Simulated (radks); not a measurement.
Radial electron density D(r) = 4 pi r^2 rho(r) of an atom or ion with 29 electrons. Method: scalar-relativistic Kohn-Sham, PBE, spin-polarised, spherical densities, finite nucleus; Fermi nuclear charge, rms radius of each element as measured or else 0.836 A^(1/3) + 0.57 fm; computed with a radial shooting solver on a logarithmic mesh with Libxc functionals.

```
   r/bohr * D(r) (the largest magnitude, 41, reaches the edge; | marks zero)
   0.0025 | *
 0.003281 |  *
 0.004307 |    *
 0.005608 |       *
 0.007361 |           *
 0.009585 |                *
  0.01258 |                        *
  0.01638 |                                *
   0.0215 |                                        *
  0.02823 |                                              *
  0.03675 |                                                *
  0.04824 |                                             *
  0.06282 |                                        *
  0.08245 |                                       *
   0.1082 |                                             *
   0.1409 |                                                      *
    0.185 |                                                     *
   0.2409 |                                        *
   0.3162 |                           *
    0.415 |                           *
   0.5404 |                                *
   0.7093 |                            *
   0.9236 |                 *
    1.212 |        *
    1.579 |   *
    2.072 | *
     2.72 |*
    3.541 *
    4.648 *
    6.053 *
    7.945 *
```

What is the nuclear charge?

Answer. Z = 30. The innermost maximum, from 1s, lies near gamma/Z bohr with gamma = sqrt(1 - (Z/c)^2) = 0.976, here 0.0325 bohr (found: 0.0350), and its height grows with Z. The density is that of the zinc ion Zn+ in [Ar] 3d10 4s1; the configuration itself is not fixed sharply by these data, and Z only to about a unit. D(r) has 3 maxima, at r = 0.0350, 0.159, 0.571 bohr, and minima at 0.0749, 0.359 bohr, inside which lie 2.09, 10.90 electrons.
